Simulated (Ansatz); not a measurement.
One change: `O[SiH](P)S` becomes `O[SiH](S)CCl`.

Ansatz, PBE0-D4/def2-TZVP geometries, multiplicity 1. Each molecule was computed in one conformer, which needn't be the lowest.

```json
{"property": "size of the dipole moment (PBE/def2-TZVPP) / D", "`O[SiH](P)S`": "0.52"}
{"property": "HOMO–LUMO gap (PBE0/def2-TZVPP) / eV", "`O[SiH](P)S`": "7.53"}
{"property": "zero-point energy (PBE0-D4/def2-TZVP) / kJ/mol", "`O[SiH](P)S`": "133.5"}
{"property": "LUMO energy (PBE/def2-TZVPP) / eV", "`O[SiH](P)S`": "-1.00"}
{"property": "HOMO energy (PBE0/def2-TZVPP) / eV", "`O[SiH](P)S`": "-7.65"}
{"property": "LUMO energy (PBE0/def2-TZVPP) / eV", "`O[SiH](P)S`": "-0.12"}
```

(1) Give the same properties after the change, and the shifts. (Best estimate.)

## Answers

(1) The calculation gave: 
```
                                      property  `O[SiH](S)CCl`  shift
size of the dipole moment (PBE/def2-TZVPP) / D            0.90   0.38
          HOMO–LUMO gap (PBE0/def2-TZVPP) / eV            7.63   0.10
zero-point energy (PBE0-D4/def2-TZVP) / kJ/mol           162.0   28.5
             LUMO energy (PBE/def2-TZVPP) / eV           -1.04  -0.04
            HOMO energy (PBE0/def2-TZVPP) / eV           -7.67  -0.02
            LUMO energy (PBE0/def2-TZVPP) / eV           -0.04   0.08
```

The zero-point energy changes by 28.5 kJ/mol with +3 modes. Dipoles are sizes alone; their direction can turn.
